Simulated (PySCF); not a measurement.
Geometries of 2 isomers of Cl3GeH3Si, from PBE0-D3(BJ)/def2-SVP geometry optimisation, gas phase (PySCF). One conformer each, no zero-point energy, no frequencies.

Problem. Which isomer lies lower at this level?
A.
```xyz
8
angstrom
Si     0.026   -0.005   -1.106
Ge     0.001   -0.025    1.262
H      0.786    1.197    1.763
H      0.663   -1.317    1.762
H     -1.455    0.045    1.745
Cl     1.961   -0.015   -1.804
Cl    -0.907    1.683   -1.824
Cl    -0.938   -1.650   -1.881
```
B.
```xyz
8
angstrom
Ge     0.050   -0.009   -1.067
Si    -0.039   -0.012    1.310
H      0.714    1.184    1.781
H      0.603   -1.274    1.774
H     -1.469    0.051    1.721
Cl     2.087   -0.015   -1.756
Cl    -0.898    1.720   -1.922
Cl    -0.910   -1.730   -1.925
```

Solution. A. That is `Cl[Si](Cl)(Cl)[GeH3]` (Si(GeH3)Cl3), 12.8 kcal/mol below the other.

```
                    SMILES  atoms numbered as above       E (Eh)  relative (kcal/mol)  relative (kJ/mol)  dipole (D)
      Cl[Si](Cl)(Cl)[GeH3]                        –  -3747.44216                  0.0                0.0        1.67
[SiH3][Ge]([Cl])([Cl])[Cl]                        –  -3747.42182                 12.8               53.4        2.80
```
